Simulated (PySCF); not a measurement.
SMILES CO/C=C\SC (C4H8OS), singlet (GFN2-xTB optimised geometry):

```
14

C      1.366    -2.209     0.199
O      0.769    -0.953     0.000
C     -0.598    -0.953     0.000
C     -1.372     0.128     0.000
S     -0.965     1.833     0.015
C      0.801     1.880     0.434
H      2.440    -2.056     0.110
H      1.138    -2.608     1.193
H      1.039    -2.931    -0.558
H     -1.067    -1.932    -0.006
H     -2.440    -0.001    -0.039
H      1.065     2.931     0.490
H      1.375     1.382    -0.338
H      0.954     1.401     1.395
```

Level of theory: PBE/def2-TZVP run with PySCF.

### Question
What are the frontier orbital energies and the dipole moment?

### Answer
HOMO-2 -7.41 eV, HOMO-1 -6.55 eV, HOMO -4.43 eV, LUMO -0.37 eV, LUMO+1 0.11 eV; dipole moment 2.47 D.

Meta-Löwdin charges at PBE/def2-TZVP: C1 -0.14, O2 -0.31, C3 0.01, C4 -0.29, S5 0.12, C6 -0.41, H7 0.13, H8 0.11, H9 0.11, H10 0.11, H11 0.15, H12 0.14, H13 0.14, H14 0.14.
